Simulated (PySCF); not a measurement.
TDDFT excited states: C7H4ClP

Compound: C7H4ClP.
Bonds: C1–C2 (triple), C2–C3, C3–C4 (aromatic), C4–C5 (aromatic), C5–P6 (aromatic), P6–C7 (aromatic), C7–Cl8, C7–C9 (aromatic), C3–C9 (aromatic). Hydrogens: H10 on C1; H11 on C4; H12 on C5; H13 on C9.

Level of theory: TDDFT PBE0/def2-SVPD, vertical, gas phase, core orbitals frozen in the response (PySCF 2.14.0, density-fitted response routines). Geometry: GFN2-xTB; no solvent, vibrations or thermal averaging.

```csv
state,E (eV),ν̃ (cm⁻¹),f,symmetry,"main configurations (H = HOMO, L = LUMO)"
S1,4.26,34350,0.116,A′,"H→L (53%), H-1→L (27%), H→L+1 (16%)"
S2,4.50,36310,0.214,A′,"H→L (41%), H-1→L (30%), H→L+1 (26%)"
S3,4.86,39200,0.014,A″,H-2→L (99%)
S4,4.92,39680,0.0000,–,H-3→L (97%)
S5,5.25,42370,0.266,A′,"H→L+1 (48%), H-1→L (38%), H-4→L (9%)"
S6,5.53,44560,0.0000,–,H-5→L (90%)
S7,5.64,45500,0.0000,–,H-2→L+1 (93%)
S8,5.88,47400,0.051,A′,"H-4→L (70%), H-1→L+1 (18%)"
```

Triplets, Tamm–Dancoff:

```
state  E (eV)  λ (nm)  main configurations (H = HOMO, L = LUMO)
   T1    2.67   463.6                                 H→L (94%)
   T2    3.82   324.3                  H-1→L (73%), H→L+1 (24%)
   T3    3.97   312.1                               H-2→L (96%)
```

The lowest singlet lies at 4.26 eV (291 nm, ultraviolet) and is of moderate strength; its leading configuration is HOMO→LUMO (53%). The most intense listed level is S5 at 5.25 eV (236 nm, f = 0.266), 0.99 eV above S1. Löwdin shares by element: HOMO carbon 37% or more, phosphorus 24% (atoms not listed hold the other 39%); LUMO carbon 38% or more, phosphorus 31% (atoms not listed hold the other 31%). The listed states span 1.62 eV, and the widest gap between neighbours is 0.36 eV (S2 to S3). Of the 8 states listed, 5 reach f = 0.01 and 3 stay under 0.0005. The oscillator strengths of these states sum to 0.660; summed over the whole spectrum of an exact calculation they would give the number of electrons, 78 (Thomas–Reiche–Kuhn). No computed singlet lies in the visible range (380 to 750 nm); the lowest, at 291 nm, stands 1.00 eV above its violet end (3.26 eV); a Tamm–Dancoff triplet lies at 464 nm, without intensity as long as spin–orbit coupling is left out. Symmetry labels in Cs follow from the direction of the transition dipole and are given only for states with f of 0.002 or more. The window holds the lowest 8 singlets.
